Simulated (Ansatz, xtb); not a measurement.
## C2H5CuOSi: which of two conformers lies lower

Structure X is `CC[Si](=O)[Cu]`, a singlet and structure Y is `CC[Si](=O)[Cu]`, a singlet. Both are isolated molecules in the gas phase, relaxed with PBE-D3(BJ)/def2-SVP.

X (Å):

| atom | x (Å) | y (Å) | z (Å) |
| --- | --- | --- | --- |
| C | 0.9232 | 1.9218 | -1.4384 |
| C | 0.1552 | 1.6004 | -0.1570 |
| Cu | -2.0794 | 0.8242 | -2.5968 |
| O | -2.2553 | -0.0783 | 0.6589 |
| Si | -1.4829 | 0.6684 | -0.4760 |
| H | 1.3312 | 1.0052 | -1.9122 |
| H | 0.2617 | 2.4031 | -2.1935 |
| H | 1.7730 | 2.6106 | -1.2551 |
| H | 0.7458 | 0.9978 | 0.5653 |
| H | -0.1423 | 2.5275 | 0.3842 |

Y (Å):

```xyz
10

C    -0.6011   -1.6503   -0.4555
C    -1.2975   -0.3214   -0.7554
Cu   -1.2140    2.9209   -1.9816
O     1.3107    0.7280   -1.8645
Si   -0.1963    1.0110   -1.5536
H     0.2535   -1.5109    0.2355
H    -1.3006   -2.3771    0.0073
H    -0.1928   -2.1088   -1.3777
H    -1.7240    0.1504    0.1601
H    -2.1673   -0.4432   -1.4417
```

Question: Estimate which is lower in electronic energy at CCSD(T)/def2-SVP + ΔMP2/def2-TZVPP, and by roughly how much.

Answer: Too close to call at this level: CCSD(T)/def2-SVP + ΔMP2/def2-TZVPP gives E(Y) − E(X) = −0.61 kcal/mol.

How the difference moves with the method:

```
                             level             geometry  E(Y) − E(X) (kcal/mol)  departure from the last row (kcal/mol)  job, with rough time for the two
               PBE-D3(BJ)/def2-SVP  PBE-D3(BJ)/def2-SVP                     +0.70                                   +1.31                optimisation, 83 s
                       HF/def2-SVP  PBE-D3(BJ)/def2-SVP                     −1.50                                   −0.89           part of the CCSD(T) run
                      MP2/def2-SVP  PBE-D3(BJ)/def2-SVP                     +0.12                                   +0.73           part of the CCSD(T) run
                  CCSD(T)/def2-SVP  PBE-D3(BJ)/def2-SVP                     +0.08                                   +0.68                      single point
CCSD(T)/def2-SVP + ΔMP2/def2-TZVPP  PBE-D3(BJ)/def2-SVP                     −0.61                                                        single point, 86 s
```

The largest departure from CCSD(T)/def2-SVP + ΔMP2/def2-TZVPP is that of PBE-D3(BJ)/def2-SVP, 1.31 kcal/mol. Levels run at GFN2-xTB geometries aren't shown. The last row adds to CCSD(T) the change of the MP2 difference between the two basis sets, here −0.68 kcal/mol.

With harmonic frequencies from PBE-D3(BJ)/def2-SVP (ideal gas, rigid rotor, one conformer each, 298.15 K, 1 atm): on the last row, ΔE + ΔZPE = −0.49 kcal/mol. A mode under 50 cm⁻¹ makes harmonic enthalpies and free energies unreliable, so none is given.

The T1 diagnostic of structures X and Y is large, so the coupled-cluster value is less sure. The correlated steps freeze 13 core orbitals; the last core shell of Cu is correlated, in a basis made for valence electrons. Codes used: Ansatz 0.2.0; the last row on 2 threads of Arm Neoverse V1 on a shared host.
